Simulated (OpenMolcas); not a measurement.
## Cu⁶⁺: effect of correlating more closed shells

* Program: OpenMolcas
* Basis: ANO-R3 [7s5p5d3f2g1h]
* Scalar Hamiltonian: X2C, finite nucleus
* Active space: 5 electrons in 5 orbitals (3d)
* State averaging: 2S+1 = 6 even, 1 root; 2S+1 = 4 even, 24 roots; 2S+1 = 2 even, 75 roots
* Spin-orbit coupling: RASSI with atomic mean-field integrals over the reference wave functions, term energies averaged over their components

Methods on the same reference wave functions:
A. CASSCF
B. MS-CASPT2, IPEA 0.25 Eh, imaginary shift 0.1 Eh (closed shells correlated: 3s 3p)
C. MS-CASPT2, IPEA 0.25 Eh, imaginary shift 0.1 Eh (closed shells correlated: 2s 2p 3s 3p)

Energies in cm-1 above 3d5 6S 5/2, the measured ground level; measured values from the list in Gamrath, thesis, University of Mons (2023).

```tsv
Level	A	B	C	Measured
3d5 6S 5/2	0.0	0.0	0.0	0.0
3d5 4G 5/2	51670	47440	47480	
3d5 4G 7/2	51777	47570	47610	
3d5 4G 11/2	51805	47610	47650	
3d5 4G 9/2	51840	47650	47690	
3d5 4P 5/2	59191	52100	52080	50732
3d5 4P 3/2	59477	52400	52380	51067
3d5 4P 1/2	59826	52760	52740	51407
3d5 4D 7/2	64182	56900	56830	55742
3d5 4D 1/2	64526	57260	57190	56210
3d5 4D 3/2	64794	57540	57470	56428
3d5 4D 5/2	64845	57580	57520	56427
3d5 2I 11/2	73722	69400	69540	67757
3d5 2I 13/2	73977	69700	69840	67918
3d5 2D 5/2(1) [61 %]	82015	72780	72770	
3d5 2D 3/2(1)	83533	74150	74120	72227
3d5 2F 7/2(1)	85545	76690	76700	74408
3d5 4F 9/2	86396	77750	77680	75930
3d5 4F 5/2	86596	77890	77840	76019
3d5 4F 7/2	86702	78040	77980	76349
3d5 4F 3/2	87370	78610	78550	76886
3d5 2H 9/2 [66 %]	90366	82810	82850	80717
3d5 2H 11/2	91291	84180	84270	81954
3d5 2G 7/2(1)	93606	84720	84690	82746
```

Deviations, from unrounded energies. A percentage is the sum of absolute deviations over the sum of measured energies, with the sign that they share, or ± where signs differ.

```
                        Against measurement  Levels      A     B     C
             mean absolute deviation (cm-1)      18   9200  1600  1600
other terms of the ground configuration (%)      18  +13.6  +2.4  +2.4
```

B, C lie about equally close to measurement and A furthest from it. The largest miss of C in the table is 3d5 2H 11/2, by +2300 cm-1. The ranking rests on the paired levels alone, and a cruder setting can come out closer through cancelling errors.

Between B and C the level of the table that moves most is 3d5 2I 13/2, by 140 cm-1 (lowest in B, highest in C). Moves below CASPT2's spread within the term are not significant.

The mean deviations of B to C differ by less than CASPT2's widest spread within a term (470 cm-1), so their order carries little weight.

From A to B the spin-free energies of the other terms of 3d5 shown, above 6S, scale by factors of 0.88 to 0.94, as is usual when dynamic correlation screens the repulsion within a d or f shell.

The lowest spin-free term lies below A's lowest term by 0.472 hartree in B, 0.611 hartree in C.

What an inner shell adds also hangs on whether the basis holds functions to correlate it.

CASPT2 breaks the degeneracy within a term, and the mean is taken; among the terms shown or strongly mixed into the levels shown the widest spread is 470 cm-1 (3d5 4F, C). Some levels mix across a computed gap that differs much from the measured one, so their mixing is not that of the real levels. Without dynamic correlation excited terms often stand tens of per cent too high (terms of higher spin than the ground term too low), and those without a measured partner can miss by more than the paired ones (holds for A). Blocks of more than 70 roots (2S+1 = 2 even) ran without multistate coupling (holds for B; C). Computed and measured levels are paired by configuration, term and J; levels that our copy of the source lacks, or whose pairing is in doubt (as where it misses far off the trend of its configuration), stay unpaired and out of the deviations. Only configurations of the active space appear. The table leaves out levels that lie high or whose names do not pair safely across all columns.

A share in square brackets marks a mixed level and gives the weight of the term that names it, the lowest over the columns. A number in round brackets counts repeated terms of one configuration in the order of the reference energies.
